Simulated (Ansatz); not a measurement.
Reaction (homolysis of the O–Si bond): `CO[SiH](N)[SiH3]` → `C[O]`• + `N[SiH][SiH3]`•

Calculated with Ansatz (gas phase, PBE0-D4/def2-TZVP geometries, no zero-point term in ΔE). CCSD(T)/CBS is the MP2 limit (def2-TZVPP, def2-QZVPP) plus CCSD(T) − MP2 in def2-TZVPP, frozen cores. Functionals use def2-TZVPP. B3LYP here is the variant with VWN-RPA as its local correlation; programs differ in this. Open shells (•) are unrestricted, without spin–orbit coupling. One conformer a species, not always the lowest.

```json
{"level": "PBE-D4", "ΔE (kJ/mol)": "447.9", "difference from CCSD(T)/CBS": "-45.9"}
{"level": "r2SCAN-D4", "ΔE (kJ/mol)": "447.4", "difference from CCSD(T)/CBS": "-46.4"}
{"level": "B3LYP-D4", "ΔE (kJ/mol)": "455.3", "difference from CCSD(T)/CBS": "-38.5"}
{"level": "ωB97X-V", "ΔE (kJ/mol)": "475.8", "difference from CCSD(T)/CBS": "-18.0"}
{"level": "B2PLYP", "ΔE (kJ/mol)": "466.8", "difference from CCSD(T)/CBS": "-27.0"}
{"level": "PBE", "ΔE (kJ/mol)": "437.8", "difference from CCSD(T)/CBS": "-56.0"}
{"level": "r2SCAN", "ΔE (kJ/mol)": "444.3", "difference from CCSD(T)/CBS": "-49.5"}
{"level": "PBE0", "ΔE (kJ/mol)": "445.0", "difference from CCSD(T)/CBS": "-48.8"}
{"level": "B3LYP", "ΔE (kJ/mol)": "439.5", "difference from CCSD(T)/CBS": "-54.3"}
{"level": "SCS-MP2/def2-TZVPP", "ΔE (kJ/mol)": "506.7", "difference from CCSD(T)/CBS": "12.9"}
{"level": "CCSD/def2-TZVPP", "ΔE (kJ/mol)": "470.4", "difference from CCSD(T)/CBS": "-23.4"}
{"level": "CCSD(T)/def2-TZVPP", "ΔE (kJ/mol)": "479.5", "difference from CCSD(T)/CBS": "-14.3"}
{"level": "HF/def2-QZVPP", "ΔE (kJ/mol)": "356.1", "difference from CCSD(T)/CBS": "-137.7"}
{"level": "SCS-MP2/def2-QZVPP", "ΔE (kJ/mol)": "515.7", "difference from CCSD(T)/CBS": "21.9"}
{"level": "MP2/CBS(def2)", "ΔE (kJ/mol)": "533.4", "difference from CCSD(T)/CBS": "39.6"}
{"level": "CCSD/CBS(def2)", "ΔE (kJ/mol)": "484.8", "difference from CCSD(T)/CBS": "-9.0"}
{"level": "CCSD(T)/CBS", "ΔE (kJ/mol)": "493.8", "difference from CCSD(T)/CBS": "0"}
```

Largest T1 diagnostic among the species: 0.019.

In def2-TZVPP, CCSD(T) changes the Hartree–Fock value by +123.8 kJ/mol (the triples alone add +9.0 kJ/mol) and MP2 by +163.4 kJ/mol; breaking electron pairs costs correlation energy, which Hartree–Fock lacks. The D4 term adds +15.8 kJ/mol with B3LYP and +9.0 kJ/mol with PBE0; it sums over pairs of atoms, weighted by their polarisabilities, and B3LYP, whose exchange is more repulsive, gets the larger term.
